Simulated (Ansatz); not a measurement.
`[CH3][AlH][CH2][GeH3]` + CH₃SH → `C[S][GeH3]` + `[CH3][AlH][CH3]`  (ligand exchange at a Ge–C bond)

Isolated molecules relaxed with PBE0-D4/def2-TZVP in Ansatz; ΔE leaves out vibrations. CCSD(T)/CBS is the MP2 limit (def2-TZVPP, def2-QZVPP) plus CCSD(T) − MP2 in def2-TZVPP, frozen cores. This one scheme is used for every species. DFT in def2-TZVPP. For Ge outer-core shells are correlated without core-valence functions, which leaves a few kJ/mol of doubt a bond. Scalar relativity is left out up to krypton. One conformer a species, not always the lowest.

```
 level  ΔE (kcal/mol)
r2SCAN          -12.1
  PBE0          -11.9
```

What does CCSD(T)/CBS give? (Estimate.)

Ansatz gave: -10.4 kcal/mol. The listed levels differ from it by -1.7, -1.5 kcal/mol.

Largest T1 diagnostic among the species: 0.011.

In def2-TZVPP, CCSD(T) changes the Hartree–Fock value by +1.9 kcal/mol (the triples alone add −0.0 kcal/mol) and MP2 by +1.4 kcal/mol.
